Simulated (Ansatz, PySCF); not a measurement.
This Ansatz (a quantum-chemistry and plane-wave program) input computes a CAM-B3LYP/def2-TZVPD energy:

Ansatz 0.2 input:
```yaml
crystal:
  periodic: [false, false, false]
  atoms:
    - {symbol: S, position_ang: [-0.99245769, 0.02474353, 0.46498964]}
    - {symbol: S, position_ang: [0.89364365, 0.03051785, -0.48028129]}
    - {symbol: H, position_ang: [1.58102472, -0.88418214, 0.24466650]}
basis:
  gaussian:
    orbitals: def2-TZVPD
hamiltonian:
  xc: {name: CAM-B3LYP}
total_charge: -1
output: {forces: true}
```

Question: Write an input for the same energy in PySCF and say what it gives.

Answer: 
```python
from pyscf import gto, scf, dft

mol = gto.M(
    atom='''
    S    -0.99245769    0.02474353    0.46498964
    S     0.89364365    0.03051785   -0.48028129
    H     1.58102472   -0.88418214    0.24466650
    ''',
    basis='def2-tzvpd',
    charge=-1,
    spin=0,
    verbose=4,
)

mf = dft.RKS(mol, xc='camb3lyp').density_fit(auxbasis='def2-universal-jkfit')
mf.grids.level = 3
mf.conv_tol = 1e-9
mf.max_cycle = 100
mf.max_memory = 1500
mf.kernel()
if not mf.converged:
    mf = mf.newton()
    mf.kernel(mf.make_rdm1())
mf.analyze()
```
It gives -797.07806 Eh, and Ansatz -797.07799 Eh, a difference of 0.07 mEh, from the treatment of integrals and grids.

It need not be the lowest isomer of its formula. Whether it binds its extra electron was not tested at this geometry.
